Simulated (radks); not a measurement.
Results of a calculation; reference values are marked as such.
Species: Pr III. Configuration: [Xe] 4f3.

Level of theory: Dirac Kohn-Sham, PBE, spin-unpolarised, spherical densities, finite nucleus; open shells are shared between the two j in proportion to 2j + 1; Fermi nuclear charge, rms radius 4.8919 fm (a radial shooting solver on a logarithmic mesh with Libxc functionals).

Energy parts (hartree):
total: -9241.5407
kinetic: 9939.2252
electron-nucleus: -22523.3013
Hartree: 3558.9286
exchange-correlation: -216.3933

Orbitals (lengths in bohr, moments of r in powers of bohr):
orbital     occ.  eigenvalue (hartree)      <r^4>      <r>   <1/r>
1s1/2          2             -1535.653  1.646e-06  0.02409   64.69
2s1/2          2             -247.3361  0.0002690   0.1026   15.28
2p1/2          2             -233.7935  0.0001688  0.08605   15.26
2p3/2          4             -216.0717  0.0002122  0.09236   13.77
3s1/2          2             -53.72209    0.01086   0.2720   5.526
3p1/2          2             -47.96045    0.01007   0.2617   5.440
3p3/2          4             -44.44920    0.01197   0.2740   5.067
3d3/2          4             -34.39397   0.009067   0.2452   4.935
3d5/2          6             -33.63717   0.009567   0.2491   4.840
4s1/2          2             -11.04870     0.2788   0.6225   2.290
4p1/2          2              -8.89250     0.3263   0.6403   2.185
4p3/2          4              -8.13724     0.3867   0.6682   2.062
4d3/2          4              -4.59729     0.5991   0.7218   1.840
4d5/2          6              -4.46483     0.6333   0.7318   1.809
5s1/2          2              -1.89999      9.586    1.506  0.8807
5p1/2          2              -1.32627      16.17    1.694  0.7744
5p3/2          4              -1.22285      19.63    1.778  0.7319
4f5/2    1.28571              -0.51549      9.448    1.137   1.203
4f7/2    1.71429              -0.50273      10.14    1.153   1.189

The highest occupied level is 4f7/2 at -13.680 eV. Summed over all electrons, <r^2> = 42.76 bohr^2, which gives a Langevin (diamagnetic) susceptibility term of -33.9 x 10^-6 cm^3/mol. The density falls to 0.001 e/bohr^3 at r = 3.64 bohr.
